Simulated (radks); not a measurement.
Results of a calculation; reference values are marked as such.
Task: Coherent X-ray form factor from a spherical all-electron density. Level of theory: scalar-relativistic Kohn-Sham, SCAN, spin-polarised, spherical densities, finite nucleus; meta-GGA in the generalised Kohn-Sham scheme; Fermi nuclear charge, rms radius of each element as measured or else 0.836 A^(1/3) + 0.57 fm (a radial shooting solver on a logarithmic mesh with Libxc functionals).

| sin(theta)/lambda (1/angstrom) | f0 (electrons) |
|---|---|
| 0.05 | 44.742 |
| 0.1 | 43.986 |
| 0.15 | 42.780 |
| 0.2 | 41.196 |
| 0.25 | 39.326 |
| 0.3 | 37.267 |
| 0.4 | 32.957 |
| 0.5 | 28.891 |
| 0.6 | 25.429 |
| 0.8 | 20.548 |
| 1 | 17.572 |
| 1.25 | 14.874 |
| 1.5 | 12.460 |
| 2 | 8.518 |

The species is in the configuration that NIST lists as its ground one. Which atom or ion scatters so?

Result: The xenon ion Xe9+, [Kr] 4d9. Extrapolating in s^2 from the first two rows gives f0(0) = 45.0, near the electron count 45; among species with that count, the fall with angle is slower the higher Z, and the table is that of Z = 54; from so few rows the species is fixed only to a neighbour or two.
